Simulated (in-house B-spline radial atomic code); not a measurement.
Ionisation energies along the 19-electron series, configuration [Ar] 3d1, as differences of self-consistent energies. NIST's values go from ground level to ground level; the uncertainty of those that are theory runs from under 0.1 % in few-electron ions to several per cent in heavy many-electron ones. Computed with a radial B-spline atomic code at the basis-set limit: non-relativistic Hartree-Fock, average of the configuration, point nuclei.

This level leaves out relativity, spin-orbit splitting included, which matters for heavy ions.

| ion | configuration after | ionisation energy (eV) | IE/(q+1)² (eV) | -ε less Coulomb ΔSCF (eV) | tabulated value (eV) | tabulated kind | computed minus tabulated (eV) |
| --- | --- | --- | --- | --- | --- | --- | --- |
| Yb51+ | [Ne] 3s2 3p6 | 4581.8 | 1.6944 | 1.7121 | 4630 | tabulated theory | -48 |
| Lu52+ | [Ne] 3s2 3p6 | 4750.7 | 1.6912 | 1.7143 | 4803 | tabulated theory | -52 |
| Hf53+ | [Ne] 3s2 3p6 | 4922.7 | 1.6882 | 1.7164 | 4980 | tabulated theory | -57 |
| Ta54+ | [Ne] 3s2 3p6 | 5097.6 | 1.6852 | 1.7185 | 5159 | tabulated theory | -61 |
| W55+ | [Ne] 3s2 3p6 | 5275.6 | 1.6823 | 1.7205 | 5348 | semi-empirical | -72 |
| Re56+ | [Ne] 3s2 3p6 | 5456.7 | 1.6795 | 1.7224 | 5528 | tabulated theory | -71 |
| Os57+ | [Ne] 3s2 3p6 | 5640.8 | 1.6768 | 1.7243 | 5717 | tabulated theory | -76 |
| Ir58+ | [Ne] 3s2 3p6 | 5827.8 | 1.6742 | 1.7261 | 5910 | tabulated theory | -82 |
| Pt59+ | [Ne] 3s2 3p6 | 6018.0 | 1.6717 | 1.7279 | 6106 | tabulated theory | -88 |
| Au60+ | [Ne] 3s2 3p6 | 6211.1 | 1.6692 | 1.7296 | 6305 | tabulated theory | -94 |
| Hg61+ | [Ne] 3s2 3p6 | 6407.3 | 1.6668 | 1.7313 | 6508 | tabulated theory | -101 |
| Tl62+ | [Ne] 3s2 3p6 | 6606.4 | 1.6645 | 1.7329 | 6714 | tabulated theory | -108 |
| Pb63+ | [Ne] 3s2 3p6 | 6808.7 | 1.6623 | 1.7344 | 6924 | tabulated theory | -115 |
| Bi64+ | [Ne] 3s2 3p6 | 7013.9 | 1.6601 | 1.736 | 7137 | tabulated theory | -123 |
